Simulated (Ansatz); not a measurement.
Ga7N7⁻, a nanocrystal cut from zinc blende GaN (bare). Total charge -1; doublet. Geometry r2SCAN-D4/def2-SVP; atoms count from 1.

```xyz
14

N    -2.1807    1.9096   -0.4503
N     0.4696   -2.6636    0.7689
N    -0.8637   -0.0072    1.7595
N    -0.9388   -0.9342   -1.4079
N     0.5325    1.7654   -2.2610
N     1.9316   -0.0254   -0.0025
N     0.4894    2.7503    0.8776
Ga   -0.5612   -2.6933   -0.8383
Ga   -1.6880    0.1280    0.0107
Ga   -0.4038    2.5046   -0.7799
Ga   -0.4890   -1.8060    2.1653
Ga    2.1676   -1.8303    0.4980
Ga    0.7688    0.8998    1.2232
Ga    0.7658    0.0024   -1.5635
```

Single mean-field runs in def2-TZVP are fitted with def2-universal-jkfit. The relaxed charge -1 doublet is spin-contaminated (final ⟨S²⟩ up to 3.65, 0.75 for a pure state).

Question: Estimate the Mulliken populations from the PBE0/def2-TZVP orbitals of Ansatz.

Answer: 
```tsv
atom	charge (e)	spin (α − β)
N1	-0.37	-0.98
N2	-0.33	0.42
N3	-0.37	0.12
N4	-0.36	0.13
N5	-0.35	-1.01
N6	-0.36	0.13
N7	-0.37	-0.97
Ga8	0.14	0.65
Ga9	0.29	0.26
Ga10	0.30	0.27
Ga11	0.14	0.63
Ga12	0.14	0.65
Ga13	0.28	0.28
Ga14	0.24	0.41
```
Mulliken values depend strongly on the basis.

Question: Where does the spin sit?

Answer: Summed by element: N -2.16, Ga 3.16, of 1 unpaired in all. Largest on single atoms: N5 -1.01, N1 -0.98, N7 -0.97.

Question: And the Mayer bond orders between heavy atoms (over 0.3)?

Answer: N1–Ga9 1.02 (1.91 Å); N1–Ga10 1.05 (1.90 Å); N2–Ga8 1.02 (1.91 Å); N2–Ga11 1.05 (1.90 Å); N2–Ga12 1.02 (1.91 Å); N3–Ga9 0.93 (1.94 Å); N3–Ga11 1.09 (1.88 Å); N3–Ga13 0.92 (1.94 Å); N4–Ga8 1.09 (1.89 Å); N4–Ga9 0.97 (1.92 Å); N4–Ga14 0.89 (1.95 Å); N5–Ga10 1.04 (1.90 Å); N5–Ga14 0.99 (1.91 Å); N6–Ga12 1.08 (1.89 Å); N6–Ga13 0.96 (1.93 Å); N6–Ga14 0.90 (1.95 Å); N7–Ga10 1.06 (1.90 Å); N7–Ga13 1.02 (1.90 Å).
